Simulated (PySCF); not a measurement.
# What a mistake does to a calculation on AlCGeH7Si

All numbers below are calculated, not measured. They come from PySCF 2.14.0, an open-source quantum chemistry program, on an isolated molecule that a program drew, which may never have been made. The molecule is AlCGeH7Si (charge 0, singlet), drawn as the SMILES string `[AlH2][C](=[SiH2])[GeH3]`.

Each row is a Hartree-Fock (HF) and frozen-core CCSD(T) single point in the cc-pV(D+d)Z basis, meant for a local HF minimum. Run 1 is clean. Each other run has one planted mistake out of seven kinds, and not every kind appears here: one electron removed, one electron added, multiplicity raised by two, geometry at a saddle point, minimal basis STO-3G, one bond length entered in bohr, all coordinates scaled. The reference is restricted for singlets and unrestricted otherwise, and also for a bond in bohr. Adding or removing an electron swaps singlet and doublet. Electrons count all cores. HOMO and LUMO are orbital energies over both spins, the gradient is its largest component, and the lowest frequency (negative if imaginary) is given only where the gradient is small. Bond lengths are over the 10 bonds as drawn. T1 is the CCSD diagnostic: over 0.02 (restricted) or 0.045 (unrestricted) a single reference is doubtful. Germanium has the cc-pVDZ-PP basis, with a core potential (ECP10MDF) in place of its 10 inner electrons, and its 3s, 3p and 3d shells are frozen in CCSD(T).

Geometry of the clean run:
```xyz
11
AlCGeH7Si, angstrom
Al   -0.2886   -1.3517    0.3248
C    -1.1300    0.3317    0.7298
Si   -2.2787    0.9269   -0.3732
Ge   -0.6990    1.3389    2.3404
H    -0.6816   -2.1243   -1.0018
H     0.7906   -1.9708    1.3030
H    -2.6597    0.2264   -1.6124
H    -3.0187    2.1949   -0.2232
H     0.7915    1.7068    2.3697
H    -1.5171    2.6395    2.4078
H    -1.0061    0.5126    3.5976
```

```
run,electrons,basis functions,<S^2>,HOMO (eV),LUMO (eV),gradient (hartree/bohr),lowest frequency (cm^-1),mean bond (Å),longest bond (Å),T1,HF (hartree),CCSD(T) (hartree),mistake
1,72,118,0.000,-9.06,1.07,9.6e-06,103,1.6299,1.948,0.0137,-866.11748,-866.59557,no fault
2,72,118,0.791,-7.81,0.79,7.9e-03,-,1.7707,2.991,0.0541,-866.01675,-866.48732,one bond length entered in bohr
3,73,118,0.885,-0.14,6.33,3.4e-02,-,1.6299,1.948,0.0249,-866.10092,-866.59750,one electron added
4,72,118,2.026,-6.23,-0.54,8.5e-02,-,1.6299,1.948,0.0172,-866.03686,-866.48121,multiplicity raised by two
5,72,118,0.000,-8.62,0.83,2.9e-02,-,1.7374,2.076,0.0156,-866.07955,-866.56984,?
```

**Which mistake was planted in run 5, and what did it cost?**

The mean and the longest bond both change by the same factor, 1.066, and the gradient is no longer small. So the mistake is: all coordinates scaled. Subtracting run 1 and multiplying by 627.51 kcal/mol a hartree, the energy moved by 23.8 kcal/mol in HF and 16.1 kcal/mol in CCSD(T).

Cautions from the logs. Run 2: T1 is over the limit, so its CCSD(T) energy is less reliable.
